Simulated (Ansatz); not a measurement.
A run for Ansatz (a first-principles code): R-wB97X-V/def2-TZVPPD on GeH4 (SMILES [GeH4]) with ghost functions, monomers drawn apart or pushed together. Files ending in .json are basis or fitting sets from the Basis Set Exchange.

Ansatz 0.2 input:
```yaml
crystal:
  periodic: [false, false, false]
  atoms:
    - {symbol: Ge, position_ang: [-0.70010531, 0.53473121, 0.34687054]}
    - {symbol: H, position_ang: [-0.86038231, 0.61855786, -1.18009865]}
    - {symbol: H, position_ang: [-0.37538836, -0.91919667, 0.72698455]}
    - {symbol: H, position_ang: [-2.01310343, 0.95637223, 1.01988008]}
    - {symbol: H, position_ang: [0.44308819, 1.45176820, 0.79628322]}
basis:
  gaussian:
    orbitals: def2-TZVPPD.json
    ghost_atoms:
      - {symbol: F, position_ang: [-0.43537767, 0.16826160, 3.39054580]}
      - {symbol: C, position_ang: [0.45747764, -0.85978104, 3.47060221]}
      - {symbol: F, position_ang: [1.65852744, -0.42339691, 3.00231189]}
      - {symbol: H, position_ang: [0.10807414, -1.67415716, 2.83481117]}
      - {symbol: H, position_ang: [0.56985260, -1.14104487, 4.51872552]}
hamiltonian:
  xc: {name: wB97X-V}
scf: {lower_state_search: off}
```

The log:

```
WARN ansatz: RAYON_NUM_THREADS=1 ignored (pool sized by the plan → 1); use --threads N
Functional definition: wB97X-V
these checks for a lower state are left out or cut short: stability, starts, cluster_reference, orbital_swaps, neighbouring_geometries, increment
integrals: 0.29 GiB planned
1294 factors; their error is unknown
integrals: 0.33 GiB planned
378 factors; integrals over basis functions are off by at most 2.9e-5 eV
mean field: 2.05 GiB planned
mean field evaluation 1: about -56577.4351 eV, gradient 1.6e1 eV
mean field evaluation 2: about -56577.5590 eV, gradient 1.5e1 eV
mean field evaluation 4: about -56577.6973 eV, gradient 1.2e-1 eV
mean field evaluation 8: about -56577.8543 eV, gradient 1.3e-2 eV
mean field -56577.85429810 eV, -2079.1977956080 hartree, gradient 6.4e-6 eV, S^2 0.000000; 0 other end points of the search recorded, 0 dependent functions left out
reference -56577.85429615 eV, -2079.1977955365 hartree; 18, 18 occupied and 255, 255 virtual orbitals, 1294 factors
Total energy: -56577.85429615 eV, -2079.1977955365 hartree
Checks for a lower state left out: stability, starts, cluster_reference, orbital_swaps, neighbouring_geometries, increment
```

Self-consistency was reached.

Cost: around 14 core-seconds (rough).
